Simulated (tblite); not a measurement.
Compound: C4H10OSi.
Numbering: `[CH2:1]=[CH:2][CH2:3][CH2:4][O:5][SiH3:6]` (hydrogens: H7, H8 on C1; H9 on C2; H10, H11 on C3; H12, H13 on C4; H14, H15, H16 on Si6)

Computed with GFN2-xTB (tblite), gas phase: L-BFGS steps from a force-field or distance-geometry start until the largest atomic force falls under 0.01 eV/Å.

Step 0: E = -529.7997 eV
```
atom  x, y, z in Å  |  force x, y, z in eV/Å
C1      2.8555   -0.7304    0.3344   -1.654   0.222  -0.733
C2      1.6253   -0.6985   -0.2330    1.848  -0.444   0.968
C3      0.9377    0.5452   -0.6742   -0.239   0.013  -0.329
C4     -0.4050    0.7680    0.0402    0.080  -0.892   0.126
O5     -1.3457   -0.2198   -0.3845   -0.619   0.547   0.734
Si6    -2.8634   -0.2262    0.2939    0.356  -0.076  -0.058
H7      3.4199    0.1824    0.4989   -0.121  -0.288  -0.030
H8      3.3049   -1.6634    0.6402   -0.020   0.187  -0.053
H9      1.1021   -1.6433   -0.3761   -0.020   0.362  -0.016
H10     1.5637    1.4223   -0.5057    0.063  -0.032   0.069
H11     0.7501    0.4658   -1.7585   -0.082   0.063   0.268
H12    -0.7833    1.7593   -0.1957   -0.114   0.178  -0.041
H13    -0.2609    0.6978    1.1453   -0.073   0.033  -0.596
H14    -3.4989    1.0882    0.0564    0.105  -0.182   0.044
H15    -2.7311   -0.4342    1.7597   -0.015   0.075  -0.319
H16    -3.6786   -1.3043   -0.2936    0.505   0.236  -0.034
```

Step 1: E = -529.8515 eV
```
atom  x, y, z in Å  |  force x, y, z in eV/Å
C1      2.8319   -0.7272    0.3239    1.539  -0.067   0.753
C2      1.6517   -0.7049   -0.2192   -1.517   0.014  -0.673
C3      0.9343    0.5453   -0.6789    0.171  -0.316   0.119
C4     -0.4039    0.7552    0.0420   -0.035  -0.192  -0.145
O5     -1.3546   -0.2120   -0.3740   -0.340   0.286   0.456
Si6    -2.8583   -0.2273    0.2931    0.048   0.015   0.075
H7      3.4182    0.1783    0.4985   -0.249  -0.352  -0.082
H8      3.3046   -1.6607    0.6395   -0.179   0.425  -0.141
H9      1.1019   -1.6381   -0.3764    0.103   0.383   0.041
H10     1.5646    1.4219   -0.5047   -0.036  -0.066   0.039
H11     0.7489    0.4667   -1.7547   -0.082  -0.005   0.074
H12    -0.7849    1.7618   -0.1963    0.041  -0.164   0.045
H13    -0.2620    0.6983    1.1368   -0.008  -0.026  -0.301
H14    -3.4974    1.0856    0.0570    0.088  -0.169   0.046
H15    -2.7314   -0.4332    1.7551   -0.017   0.060  -0.236
H16    -3.6714   -1.3009   -0.2941    0.471   0.173  -0.070
```

Task: Estimate the geometry and energy of step 2. (The exact step hangs on the optimiser's Hessian estimate; all steps are aligned on step 1, rigid shifts and turns removed.)

Result: E = -529.8867 eV, largest force 0.462 eV/Å
```
atom  x, y, z in Å  |  force x, y, z in eV/Å
C1      2.8419   -0.7271    0.3290    0.013  -0.060   0.049
C2      1.6426   -0.7062   -0.2227   -0.059   0.153  -0.035
C3      0.9352    0.5422   -0.6788    0.084  -0.199   0.095
C4     -0.4040    0.7504    0.0410   -0.059   0.039  -0.172
O5     -1.3600   -0.2073   -0.3670   -0.174   0.154   0.278
Si6    -2.8566   -0.2274    0.2936   -0.100   0.062   0.136
H7      3.4153    0.1739    0.4976   -0.066  -0.092  -0.025
H8      3.3028   -1.6558    0.6379   -0.030   0.163  -0.041
H9      1.1028   -1.6331   -0.3760   -0.049   0.118  -0.001
H10     1.5645    1.4211   -0.5041   -0.057  -0.110   0.042
H11     0.7478    0.4668   -1.7530   -0.083  -0.006   0.015
H12    -0.7848    1.7607   -0.1960    0.079  -0.215   0.046
H13    -0.2623    0.6982    1.1318    0.022  -0.042  -0.172
H14    -3.4962    1.0833    0.0577    0.064  -0.137   0.045
H15    -2.7316   -0.4323    1.7517   -0.019   0.049  -0.160
H16    -3.6650   -1.2984   -0.2949    0.435   0.121  -0.099
```

The energy changes by -0.0352 eV. The first-order estimate −F·Δx gives -0.0580 eV and the mean of the old and new forces, exact on a quadratic surface, -0.0353 eV. The step makes an angle of 24° with the force vector and moves no atom by more than 0.011 Å.

The cost below is that of the whole relaxation. Hardware: one thread, Arm Neoverse V1 (aarch64), no GPU, shared host with 32 logical CPUs at a one-minute load of 13. Cost: 0.4 s wall.
